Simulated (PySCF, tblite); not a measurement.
Parent: `[CH3:1][CH2:2][CH2:3][CH2:4][PH:5][CH2:6][CH3:7]` with C1–C2–C3–C4 180°, C2–C3–C4–P5 -176°, C3–C4–P5–C6 -79°, C4–P5–C6–C7 -164°, C6H15P.

The geometries are computed with GFN2-xTB (gas phase). One conformer each, not checked by frequencies here.

```
coordinate of the parent    value
                   C1–C2  1.524 Å
                   C2–C3  1.527 Å
                   C3–C4  1.525 Å
                   C4–P5  1.865 Å
                   P5–C6  1.865 Å
                   C6–C7  1.523 Å
                C1–C2–C3   111.7°
                C2–C3–C4   111.9°
                C3–C4–P5   111.9°
                C4–P5–C6    99.3°
                P5–C6–C7   111.1°
```

Q: How does the shared frame change in `[CH3:1][CH2:2][CH2:3][CH2:4][PH2+:5][CH2:6][CH3:7]` (charge +1) with C1–C2–C3–C4 -176°, C2–C3–C4–P5 -54°, C3–C4–P5–C6 -162°, C4–P5–C6–C7 -178°, [C6H16P]+? Atoms pair as C1 = C1, C2 = C2, C3 = C3, C4 = C4, P5 = P5, C6 = C6, C7 = C7 (parent first).

A: 
```tsv
parent	relative	value in the relative	change
C1–C2	C1–C2	1.523 Å	-0.001
C2–C3	C2–C3	1.527 Å	0.000
C3–C4	C3–C4	1.532 Å	+0.007
C4–P5	C4–P5	1.813 Å	-0.052
P5–C6	P5–C6	1.814 Å	-0.051
C6–C7	C6–C7	1.528 Å	+0.005
C1–C2–C3	C1–C2–C3	111.6°	-0.1
C2–C3–C4	C2–C3–C4	112.2°	+0.3
C3–C4–P5	C3–C4–P5	112.3°	+0.4
C4–P5–C6	C4–P5–C6	112.9°	+13.6
P5–C6–C7	P5–C6–C7	110.7°	-0.4
```

Of the parent's bonds, C4–P5 and P5–C6 change most and about equally (-0.052 to -0.051 Å). Point group C1 → C1.

Q: How does the shared frame change in `[CH3:1][CH2:2][CH2:3][CH2:4][P@H:5](=[S:6])[CH2:7][CH3:8]` with C1–C2–C3–C4 -178°, C2–C3–C4–P5 -62°, C3–C4–P5–S6 -44°, C4–P5–C7–C8 -173°, C6H15PS? Atoms pair as C1 = C1, C2 = C2, C3 = C3, C4 = C4, P5 = P5, C6 = C7, C7 = C8 (parent first).

A: 
```csv
parent,relative,value in the relative,change
C1–C2,C1–C2,1.522 Å,-0.002
C2–C3,C2–C3,1.525 Å,-0.002
C3–C4,C3–C4,1.523 Å,-0.002
C4–P5,C4–P5,1.844 Å,-0.021
P5–C6,P5–C7,1.844 Å,-0.021
C6–C7,C7–C8,1.522 Å,-0.001
C1–C2–C3,C1–C2–C3,111.8°,+0.1
C2–C3–C4,C2–C3–C4,111.6°,-0.3
C3–C4–P5,C3–C4–P5,111.1°,-0.8
C4–P5–C6,C4–P5–C7,104.0°,+4.7
P5–C6–C7,P5–C7–C8,109.6°,-1.5
```

Of the parent's bonds, C4–P5 and P5–C6 change most and about equally (-0.021 Å). Bonds of the relative outside the shared frame: P5=S6 1.930 Å. Point group C1 → C1.

Q: How does the shared frame change in `[CH3:1][CH2:2][CH2:3][CH2:4][P@@H+:5]([CH3:6])[CH2:7][CH3:8]` (charge +1) with C1–C2–C3–C4 58°, C2–C3–C4–P5 52°, C3–C4–P5–C6 55°, C4–P5–C7–C8 178°, [C7H18P]+? Atoms pair as C1 = C1, C2 = C2, C3 = C3, C4 = C4, P5 = P5, C6 = C7, C7 = C8 (parent first).

A: 
| parent | relative | value in the relative | change |
| --- | --- | --- | --- |
| C1–C2 | C1–C2 | 1.523 Å | -0.001 |
| C2–C3 | C2–C3 | 1.528 Å | +0.001 |
| C3–C4 | C3–C4 | 1.531 Å | +0.006 |
| C4–P5 | C4–P5 | 1.816 Å | -0.049 |
| P5–C6 | P5–C7 | 1.819 Å | -0.046 |
| C6–C7 | C7–C8 | 1.527 Å | +0.004 |
| C1–C2–C3 | C1–C2–C3 | 113.2° | +1.5 |
| C2–C3–C4 | C2–C3–C4 | 113.1° | +1.2 |
| C3–C4–P5 | C3–C4–P5 | 113.7° | +1.8 |
| C4–P5–C6 | C4–P5–C7 | 109.2° | +9.9 |
| P5–C6–C7 | P5–C7–C8 | 111.8° | +0.7 |

Of the parent's bonds, C4–P5 changes most (-0.049 Å). Bonds of the relative outside the shared frame: P5–C6 1.805 Å. Point group C1 → C1.

Q: How does the shared frame change in `[CH3:1][CH2:2][CH2:3][CH2:4][P@H:5](=[O:6])[CH2:7][CH3:8]` with C1–C2–C3–C4 -179°, C2–C3–C4–P5 -62°, C3–C4–P5–O6 -43°, C4–P5–C7–C8 -176°, C6H15OP? Atoms pair as C1 = C1, C2 = C2, C3 = C3, C4 = C4, P5 = P5, C6 = C7, C7 = C8 (parent first).

A: 
| parent | relative | value in the relative | change |
| --- | --- | --- | --- |
| C1–C2 | C1–C2 | 1.523 Å | -0.001 |
| C2–C3 | C2–C3 | 1.524 Å | -0.003 |
| C3–C4 | C3–C4 | 1.523 Å | -0.002 |
| C4–P5 | C4–P5 | 1.835 Å | -0.030 |
| P5–C6 | P5–C7 | 1.835 Å | -0.030 |
| C6–C7 | C7–C8 | 1.521 Å | -0.002 |
| C1–C2–C3 | C1–C2–C3 | 111.8° | +0.1 |
| C2–C3–C4 | C2–C3–C4 | 111.7° | -0.2 |
| C3–C4–P5 | C3–C4–P5 | 110.0° | -1.9 |
| C4–P5–C6 | C4–P5–C7 | 106.1° | +6.8 |
| P5–C6–C7 | P5–C7–C8 | 108.2° | -2.9 |

Of the parent's bonds, C4–P5 and P5–C6 change most and about equally (-0.030 Å). Bonds of the relative outside the shared frame: P5=O6 1.464 Å. Point group C1 → C1.
